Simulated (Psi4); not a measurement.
H₄FGeN, singlet, geometry from GFN2-xTB; Psi4 with CAM-B3LYP/6-31G*.

Input for Psi4:
```
memory 2 GB

molecule {
0 1
  Ge   -0.16999883    0.26950503    0.17783452
  N     1.57117145   -0.07690653   -0.09898331
  F    -0.92787990   -1.01905893   -0.70447340
  H    -0.56257603    1.52737144   -0.52871708
  H    -0.76136107    0.09561165    1.55452230
  H     1.85284718   -1.04483087   -0.02617447
  H     2.26377135    0.50756269    0.34280833
}

set basis 6-31g*

energy('cam-b3lyp')
print_variables()
```

Task: What does Psi4 print? Leave out banner, timings and long lists.

Result: 
```
   => Loading Basis Set <=

    Name: 6-31G*
    Role: ORBITAL
    Keyword: BASIS

         ---------------------------------------------------------
                                   SCF
               by Justin Turney, Rob Parrish, Andy Simmonett
                          and Daniel G. A. Smith
                              RKS Reference
         ---------------------------------------------------------

  ==> Geometry <==

    Molecular point group: c1
    Full point group: C1

    Geometry (in Angstrom), charge = 0, multiplicity = 1:

       Center              X                  Y                   Z               Mass
    ------------   -----------------  -----------------  -----------------  -----------------
         GE          -0.121519388096     0.264287373142     0.180279312631    73.921177761000
         N            1.619650891904    -0.082124186858    -0.096538517369    14.003074004430
         F           -0.879400458096    -1.024276586858    -0.702028607369    18.998403162730
         H           -0.514096588096     1.522153783142    -0.526272287369     1.007825032230
         H           -0.712881628096     0.090393993142     1.556967092631     1.007825032230
         H            1.901326621904    -1.050048526858    -0.023729677369     1.007825032230
         H            2.312250791904     0.502345033142     0.345253122631     1.007825032230

  Running in c1 symmetry.

  Rotational constants: A =      0.45372  B =      0.23293  C =      0.16462 [cm^-1]
  Rotational constants: A =  13602.23144  B =   6983.15748  C =   4935.04366 [MHz]
  Nuclear repulsion =  220.259311197419066

  Charge       = 0
  Multiplicity = 1
  Electrons    = 52
  Nalpha       = 26
  Nbeta        = 26

  ==> Algorithm <==

  SCF Algorithm Type is DF.
  DIIS enabled.
  MOM disabled.
  Fractional occupation disabled.
  Guess Type is SAD.
  Energy threshold   = 1.00e-06
  Density threshold  = 1.00e-06
  Integral threshold = 1.00e-12

  ==> Primary Basis <==

  Basis Set: 6-31G*
    Blend: 6-31G*
    Number of shells: 32
    Number of basis functions: 73
    Number of Cartesian functions: 73
    Spherical Harmonics?: false
    Max angular momentum: 2

  ==> DFT Potential <==

   => LibXC <=

    Version 7.1.2
    S. Lehtola, C. Steigemann, M. J. T. Oliveira, and M. A. L. Marques,  SoftwareX 7, 1–5 (2018) (10.1016/j.softx.2017.11.002)

   => Composite Functional: CAM-B3LYP <=

    CAM-B3LYP Hyb-GGA Exchange-Correlation Functional

[...]
   @DF-RKS iter   4: -2233.71020009625590   -7.35880e-03   1.66064e-03 ADIIS/DIIS
   @DF-RKS iter   5: -2233.71542856011001   -5.22846e-03   8.73688e-05 DIIS
   @DF-RKS iter   6: -2233.71544983497188   -2.12749e-05   2.78740e-05 DIIS
   @DF-RKS iter   7: -2233.71545111918749   -1.28422e-06   1.60941e-05 DIIS
   @DF-RKS iter   8: -2233.71545167999011   -5.60803e-07   1.98220e-06 DIIS
   @DF-RKS iter   9: -2233.71545169513365   -1.51435e-08   3.25474e-07 DIIS
  Energy and wave function converged.

  ==> Post-Iterations <==

   Electrons on quadrature grid:
      Ntotal   =   51.9999967280 ; deviation = -3.272e-06

    Orbital Energies [Eh]
    ---------------------

    Doubly Occupied:

[...]
    Virtual:

[...]
    Final Occupation by Irrep:
              A
    DOCC [    26 ]
    NA   [    26 ]
    NB   [    26 ]

  @DF-RKS Final Energy: -2233.71545169513365

   => Energetics <=

    Nuclear Repulsion Energy =            220.2593111974190663
    One-Electron Energy =               -3549.0012265464911252
    Two-Electron Energy =                1170.6696053487105473
    DFT Exchange-Correlation Energy =     -75.6431416947724387
    Empirical Dispersion Energy =           0.0000000000000000
    VV10 Nonlocal Energy =                  0.0000000000000000
    Total Energy =                      -2233.7154516951341066

Computation Completed

Properties will be evaluated at   0.000000,   0.000000,   0.000000 [a0]

Properties computed using the SCF density matrix

 Multipole Moments:

 ------------------------------------------------------------------------------------
     Multipole            Electronic (a.u.)      Nuclear  (a.u.)        Total (a.u.)
 ------------------------------------------------------------------------------------

 L = 1.  Multiply by 2.5417464519 to convert [e a0] to [Debye]
 Dipole X            :         -4.0997925            4.7638690            0.6640765
 Dipole Y            :          1.0218779           -0.5127174            0.5091605
 Dipole Z            :          0.5967667            0.2402393            0.8370060
 Magnitude           :                                                    1.1835629

 ------------------------------------------------------------------------------------

  Variable Map:
  ----------------------------------------------------------------------------
[...]
  Array Variable Map:
  ----------------------------------------------------------------------------
[...]
[...]
```
